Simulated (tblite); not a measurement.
Species: C4H9BO.
Numbering: `[BH2:1][C:2]1([O:3][CH3:4])[CH2:5][CH2:6]1` (hydrogens: H7, H8 on B1; H9, H10, H11 on C4; H12, H13 on C5; H14, H15 on C6)

Computed with GFN2-xTB (tblite), gas phase: L-BFGS steps from a force-field or distance-geometry start until the largest atomic force falls under 0.01 eV/Å.

Step 34: E = -500.8268 eV
```
atom  x, y, z in Å  |  force x, y, z in eV/Å
B1     -1.1054    1.0181    0.8558    0.091  -0.071  -0.129
C2     -0.3366   -0.1405    0.2014    0.017  -0.041   0.046
O3      0.9661   -0.4352    0.6705   -0.010  -0.109   0.073
C4      1.8748    0.5850    0.3648   -0.039  -0.024   0.038
C5     -1.0433   -1.4265   -0.2159    0.002   0.089  -0.048
C6     -0.5285   -0.5157   -1.2661   -0.047  -0.053  -0.085
H7     -0.6430    1.4936    1.8096   -0.071   0.165   0.167
H8     -2.0793    1.4334    0.3703   -0.108  -0.065   0.038
H9      1.9526    0.7342   -0.7186    0.099   0.003  -0.035
H10     2.8333    0.2741    0.7730    0.051   0.079  -0.009
H11     1.5416    1.5223    0.8174    0.182   0.161   0.044
H12    -0.4622   -2.3069    0.0245   -0.181  -0.001  -0.113
H13    -2.1095   -1.4991   -0.0609    0.079  -0.045   0.026
H14     0.3618   -0.7996   -1.8063   -0.001  -0.060   0.011
H15    -1.2265    0.0709   -1.8411   -0.064  -0.026  -0.022
```

Step 35: E = -500.8299 eV
```
atom  x, y, z in Å  |  force x, y, z in eV/Å
B1     -1.1045    1.0201    0.8472    0.062   0.017   0.030
C2     -0.3330   -0.1410    0.2035    0.002  -0.074  -0.067
O3      0.9752   -0.4446    0.6569   -0.159  -0.061   0.124
C4      1.8807    0.5842    0.3716   -0.061  -0.105   0.038
C5     -1.0493   -1.4208   -0.2215    0.024   0.083   0.040
C6     -0.5303   -0.5161   -1.2698   -0.005   0.050  -0.056
H7     -0.5993    1.5460    1.7681   -0.265   0.071  -0.084
H8     -2.1369    1.3614    0.4007    0.169  -0.082   0.154
H9      1.9630    0.7410   -0.7074    0.124   0.038  -0.135
H10     2.8341    0.2641    0.7812    0.098   0.116   0.014
H11     1.5398    1.5148    0.8286    0.199   0.169   0.079
H12    -0.4743   -2.3019    0.0231   -0.156  -0.063  -0.122
H13    -2.1150   -1.4844   -0.0598    0.077  -0.046   0.007
H14     0.3682   -0.7947   -1.8015   -0.060  -0.067   0.007
H15    -1.2226    0.0799   -1.8426   -0.050  -0.048  -0.031
```

Question: Estimate the geometry and energy of step 36. (The exact step hangs on the optimiser's Hessian estimate; all steps are aligned on step 35, rigid shifts and turns removed.)

Answer: E = -500.8388 eV, largest force 0.215 eV/Å
```
atom  x, y, z in Å  |  force x, y, z in eV/Å
B1     -1.1036    1.0210    0.8463    0.160  -0.143   0.013
C2     -0.3324   -0.1426    0.2044    0.018  -0.027  -0.091
O3      0.9764   -0.4418    0.6593   -0.152  -0.030   0.116
C4      1.8819    0.5871    0.3712   -0.041  -0.104   0.018
C5     -1.0500   -1.4201   -0.2211    0.014   0.052   0.049
C6     -0.5315   -0.5174   -1.2704    0.011   0.064  -0.029
H7     -0.6245    1.5325    1.7783   -0.116   0.147   0.066
H8     -2.1185    1.3727    0.3983   -0.087  -0.021   0.014
H9      1.9656    0.7399   -0.7087    0.110   0.037  -0.125
H10     2.8365    0.2667    0.7791    0.087   0.111   0.020
H11     1.5493    1.5239    0.8243    0.164   0.113   0.078
H12    -0.4801   -2.3049    0.0169   -0.112  -0.081  -0.095
H13    -2.1144   -1.4864   -0.0563    0.044  -0.023   0.002
H14     0.3668   -0.7994   -1.8006   -0.069  -0.059  -0.004
H15    -1.2257    0.0767   -1.8429   -0.032  -0.036  -0.033
```

The energy changes by -0.0089 eV. The first-order estimate −F·Δx gives -0.0131 eV and the mean of the old and new forces, exact on a quadratic surface, -0.0089 eV. The step makes an angle of 62° with the force vector and moves no atom by more than 0.030 Å.

What follows is the cost of the whole relaxation. Hardware: one thread, Arm Neoverse N1 (aarch64), shared host with 64 logical CPUs at a one-minute load of 60. Cost: 0.5 s wall.
